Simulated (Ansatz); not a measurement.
Geometry optimisation, RKS PBE0-D4/def2-SVP in Ansatz 0.2.0.

Input:

```yaml
crystal:
  periodic: [false, false, false]
  atoms:
    - { symbol: Mg, position_ang: [-0.648949, -0.668487, -1.277521] }
    - { symbol: O, position_ang: [0.857517, -0.826449, 1.720552] }
    - { symbol: Cl, position_ang: [-0.96618, -2.554055, -2.383527] }
    - { symbol: H, position_ang: [0.456051, 0.023944, 1.473575] }
    - { symbol: "N", position_ang: [-0.434206, 1.15848, -0.333795] }
    - { symbol: H, position_ang: [1.802303, -0.644865, 1.658302] }
    - { symbol: H, position_ang: [-1.294404, 1.675059, -0.149488] }
    - { symbol: H, position_ang: [0.227868, 1.836374, -0.707997] }
basis:
  gaussian: { orbitals: def2-SVP }
hamiltonian:
  xc: pbe0
  dispersion: d4
relax:
  f_tol: 0.03
  max_steps: 50
```

Launched with:

```bash
$ ansatz run input.yaml --threads 2 --pin off --max-ram 3072MiB --backend cpu --events-out ev --progress --plain --runs-dir out
```

Question: Where does it end, and by what steps?

Answer: It converged. After 24 steps the energy has fallen by 1.809 eV; H4 moved furthest, 1.64 Å. Parted: O2–H4 (0.97 → 2.55 Å). Joined: Mg1–O2 (3.36 → 1.82 Å), H4–N5 (2.31 → 1.02 Å).

```
step  energy less start (eV)  largest force component (eV/Å)  accepted
   0                  0.0000                           1.539       yes
   1                 -0.2901                           0.768       yes
   2                 -0.5301                           1.080       yes
   3                 -0.7907                           1.057       yes
   4                 -0.9243                           0.694       yes
   5                 -0.9555                           0.855       yes
   6                 -1.0026                           0.215       yes
   7                 -1.0126                           0.158       yes
   8                 -1.0233                           0.270       yes
   9                 -1.0685                           1.219       yes
  10                 -1.3333                           1.169       yes
  11                 -1.4181                           2.084       yes
  12                 -1.6375                           0.670       yes
  13                 -1.7418                           0.577       yes
  14                 -1.7650                           0.580       yes
  15                 -1.7891                           0.346       yes
  16                 -1.7900                           0.337       yes
  17                 -1.7876                           0.792        no
  18                 -1.8035                           0.047       yes
  19                 -1.8057                           0.038       yes
  20                 -1.8070                           0.173       yes
  21                 -1.8080                           0.072       yes
  22                 -1.8084                           0.047       yes
  23                 -1.8087                           0.037       yes
  24                 -1.8087                           0.014       yes
```

```xyz
8
Properties=species:S:1:pos:R:3
Mg -0.044 -1.013 -0.239
O 0.841 -0.971 1.350
Cl -0.953 -2.010 -2.016
H 0.203 1.378 0.577
N -0.265 1.123 -0.297
H 1.229 -1.615 1.940
H -1.216 1.492 -0.260
H 0.205 1.616 -1.056
```

Time of the run: 55 s on 2 threads of AMD EPYC 7R13 Processor (Zen 3), on a shared host, peak memory 0.18 GiB.
